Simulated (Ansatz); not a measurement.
Cd13H30Se13⁻. The state is a doublet with charge -1. Geometry r2SCAN-D4/def2-SVP, that of the neutral singlet; atoms count from 1.

```xyz
56

Cd   -2.861   -1.770    1.520
Cd   -1.910    3.123    4.443
Cd   -1.715   -0.039    5.266
Cd    1.166   -2.754    2.165
Cd    1.619    1.916    4.094
Cd   -4.034    2.031   -1.628
Cd   -4.097   -1.616   -3.354
Cd   -0.540   -3.264   -1.635
Cd   -2.764    0.898   -4.967
Cd    0.271    0.950   -0.250
Cd    5.727   -0.349   -0.440
Cd    3.387   -0.556   -3.357
Cd    4.385   -3.328   -0.601
Se   -3.105    0.588    2.959
Se   -4.098   -0.534   -0.809
Se   -3.784    3.406    0.941
Se   -0.428   -1.496    0.394
Se   -0.063    2.477    1.963
Se    0.725   -0.625    4.103
Se    3.661   -1.723    1.532
Se    4.147    1.589    2.660
Se   -1.353    1.737   -2.271
Se   -1.360   -1.669   -3.752
Se    2.255   -2.742   -2.266
Se    1.188    0.412   -5.026
Se    2.866    0.852   -1.026
H    -3.682   -3.157    2.032
H    -2.652    4.559    4.022
H    -2.332   -0.839    6.621
H    -1.116    1.889    5.401
H     1.040   -4.294    2.852
H     1.943    3.073    5.292
H    -5.061    3.017   -2.552
H    -5.209   -2.771   -3.892
H    -4.143    0.268   -4.086
H    -0.911   -4.914   -1.633
H    -1.861    1.662   -6.147
H     6.564    0.924    0.245
H     4.787   -0.266   -4.271
H     5.124   -4.845   -0.506
H     5.368   -1.759   -1.417
H    -4.375    0.199    3.598
H    -5.541   -0.708   -0.575
H    -5.130    2.984    1.355
H    -4.337    4.613    0.288
H     0.513    3.770    1.561
H     1.357   -1.131    5.333
H     4.387   -2.605    2.463
H     4.724    0.793    3.754
H     4.609    2.842    3.295
H    -1.008    3.159   -2.433
H    -1.502   -2.795   -4.691
H     2.583   -3.754   -3.284
H     1.271   -0.763   -5.906
H     2.195    1.125   -5.841
H     3.107    2.212   -1.534
```

In the def2 sets Cd takes a core potential; there is no spin–orbit coupling. Single mean-field runs in def2-SVP are fitted with def2-universal-jkfit.

Problem. Estimate the Mulliken populations of the heavy atoms from the PBE0/def2-SVP orbitals of Ansatz.

Solution. 
```csv
atom,charge (e),spin (α − β),d electrons
Cd1,0.45,0.02,9.98
Cd2,0.34,0.09,9.95
Cd3,0.38,0.01,9.98
Cd4,0.45,0.02,9.98
Cd5,0.31,0.04,9.99
Cd6,0.31,0.04,9.99
Cd7,0.38,0.01,9.98
Cd8,0.45,0.02,9.98
Cd9,0.34,0.09,9.95
Cd10,0.34,0.46,10.01
Cd11,0.34,0.09,9.95
Cd12,0.31,0.04,9.99
Cd13,0.38,0.01,9.98
Se14,-0.47,0.00,–
Se15,-0.43,0.00,–
Se16,-0.02,0.00,–
Se17,-0.74,0.01,–
Se18,-0.37,-0.01,–
Se19,-0.43,0.00,–
Se20,-0.47,0.00,–
Se21,-0.02,0.00,–
Se22,-0.37,-0.01,–
Se23,-0.47,0.00,–
Se24,-0.43,0.00,–
Se25,-0.02,0.00,–
Se26,-0.37,-0.01,–
```
Mulliken values depend strongly on the basis.

Problem. Where does the spin sit?

Solution. Summed by element: Cd 0.93, Se -0.03, H 0.10, of 1 unpaired in all. Largest on single atoms: Cd10 0.46, Cd2 0.09, Cd9 0.09.

Problem. And the Mayer bond orders between heavy atoms (over 0.3)?

Solution. Cd1–Se14 0.39 (2.77 Å); Cd1–Se17 0.49 (2.69 Å); Cd3–Se14 0.44 (2.77 Å); Cd3–Se19 0.40 (2.77 Å); Cd4–Se17 0.49 (2.69 Å); Cd4–Se20 0.39 (2.77 Å); Cd5–Se18 0.47 (2.77 Å); Cd5–Se19 0.48 (2.69 Å); Cd5–Se21 0.30 (2.92 Å); Cd6–Se15 0.48 (2.69 Å); Cd6–Se16 0.30 (2.92 Å); Cd6–Se22 0.47 (2.77 Å); Cd7–Se15 0.40 (2.77 Å); Cd7–Se23 0.44 (2.77 Å); Cd8–Se17 0.49 (2.69 Å); Cd8–Se23 0.39 (2.77 Å); Cd10–Se17 0.49 (2.62 Å); Cd10–Se18 0.37 (2.71 Å); Cd10–Se22 0.37 (2.71 Å); Cd10–Se26 0.37 (2.71 Å); Cd12–Se24 0.48 (2.69 Å); Cd12–Se25 0.30 (2.93 Å); Cd12–Se26 0.47 (2.77 Å); Cd13–Se20 0.44 (2.77 Å); Cd13–Se24 0.40 (2.77 Å).
